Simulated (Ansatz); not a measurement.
Mulliken charges of ClFH4N2Zr (`[NH2][Zr]([NH2])([F])[Cl]`) from PBE/def2-TZVPP in Ansatz (PBE0-D4/def2-TZVP geometry).

| atom | x (Å) | y (Å) | z (Å) | charge (e) |
| --- | --- | --- | --- | --- |
| N1 | 0.910 | 1.426 | -0.126 | -0.526 |
| Zr2 | -0.320 | -0.096 | -0.605 | 1.125 |
| N3 | -0.287 | -1.353 | 0.974 | -0.528 |
| F4 | 0.310 | -1.026 | -2.148 | -0.351 |
| Cl5 | -2.537 | 0.702 | -0.898 | -0.327 |
| H6 | 1.845 | 1.573 | -0.481 | 0.152 |
| H7 | 0.643 | 2.229 | 0.430 | 0.155 |
| H8 | 0.180 | -1.198 | 1.856 | 0.153 |
| H9 | -0.745 | -2.256 | 0.999 | 0.146 |

By hand: the dipole of these point charges (1 e Å = 4.8032 D).

Σ q r = (0.333, 0.059, 0.342) e Å, of length 0.481 e Å = 2.31 D.

How does the dipole of the full density compare? (Estimate.)

The calculation gave: (0.458, 0.074, 0.469) e Å, 3.17 D; the point charges give 0.73 times that, at 1° from its direction.

Point charges leave out the atoms' own dipoles, such as those of lone pairs, and Mulliken's split depends on the basis, so the two needn't agree.
